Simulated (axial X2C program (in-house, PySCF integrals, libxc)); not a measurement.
Low determinants of AlHf at the PBE0 level, without spin–orbit coupling

Calculated with an in-house relativistic program for diatomic molecules. Spin-free means the one-electron spin-free X2C Hamiltonian. Basis: Hf dyall-cv3z [13s14p9d7f4g], Al dyall-v3z [8s8p2d1f] (cores contracted in-house); Gaussian nuclei, density fitting, unrestricted open shells. Masses: Hf 179.947 u, Al 26.982 u.

Search at 2.649 Å (vertical energies from the lowest determinant):

```csv
ΔE (eV),state,electrons beyond evenly filled partner blocks,"electrons in σ, π, δ, φ"
0.00,"M_S = 3/2, Λ = 0","σα, π+α, π-α",35 34 12 4
0.25,"M_S = 1/2, Λ = 0","σβ, π+α, π-α",35 34 12 4
0.37,"M_S = 3/2, Λ = 2","π+α, π-α, δ+α",34 34 13 4
0.58,"M_S = 1/2, Λ = 1","π+α, π+β, π-α",34 35 12 4
0.71,"M_S = 3/2, Λ = 3","σα, π+α, δ+α",35 33 13 4
0.73,"M_S = 1/2, Λ = 2","σα, π+α, π+β",35 34 12 4
0.73,"M_S = 5/2, Λ = 2","2 × σα, π+α, π-α, δ+α",34 34 13 4
```

Lowest determinant, M_S = 3/2, Λ = 0 (beyond evenly filled blocks: σα, π+α, π-α): Re = 2.645 Å, ωe = 285.0 cm⁻¹.

The determinant in row 2 of the search, M_S = 1/2, Λ = 0 (beyond evenly filled blocks: σβ, π+α, π-α), was followed along the bond at PBE0; measured from the minimum of the lowest determinant it gives:

Te = 0.253 eV (2041 cm⁻¹), Re = 2.649 Å, ωe = 284.8 cm⁻¹.

Question: Compare the bond of the determinant in row 2 with that of the lowest one.

Answer: At PBE0 its Re is 0.004 Å longer and its force constant, which goes as ωe², is 1.00 times that of the lowest determinant. This determinant mixes spin states, so it has no term energy of its own.

The search compares states at one distance, so a state with another bond length can lie lower; it is not exhaustive and yields mostly the lowest determinant of each block pattern, so other components and higher states of one pattern are missing. These are energies of single determinants, not of spin-adapted states; PBE0 term energies can be off by some tenths of an eV, and the functional has no current term. The lowest determinant need not be the ground state where others lie within half an eV. Spin–orbit coupling is large for these atoms, so the spin-free order is a model. Row 2 is spin-contaminated (⟨S²⟩ = 1.78 against 0.75), so its values are not those of a pure state.
